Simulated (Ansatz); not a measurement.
CCl2InN (`N#[C][In]([Cl])[Cl]`), relaxed with RKS PBE-D4/def2-SVP in Ansatz 0.2.0 from a rough embedded geometry. The force threshold is 0.03 eV/Å; the program also tests the step.

Total charge 0; spin multiplicity 1. In: def2 effective core potential.

Start:

```xyz
5

N    -1.463   -1.353    0.863
C    -0.580   -0.634    0.449
In    0.462    0.507   -0.135
Cl   -0.373    2.047   -0.454
Cl    1.955   -0.567   -0.723
```

**Question.** By how much does the energy fall, and how many steps does the optimiser take? (Estimate.)

**Answer.** Ansatz gave: 1100.32 kJ/mol, in 7 steps.

**Question.** Which bonds change most? (Best estimate.)

**Answer.** Computed: In3–Cl4 from 1.780 to 2.337 Å; C2–In3 from 1.652 to 2.115 Å; In3–Cl5 from 1.931 to 2.337 Å; N1–C2 from 1.212 to 1.175 Å.

**Question.** Give the relaxed structure. (Estimate.)

**Answer.** Computed: 
```xyz
5

N    -1.755   -1.673    1.164
C    -0.986   -0.944    0.658
In    0.393    0.373   -0.259
Cl   -0.156    2.613   -0.635
Cl    2.505   -0.369   -0.929
```
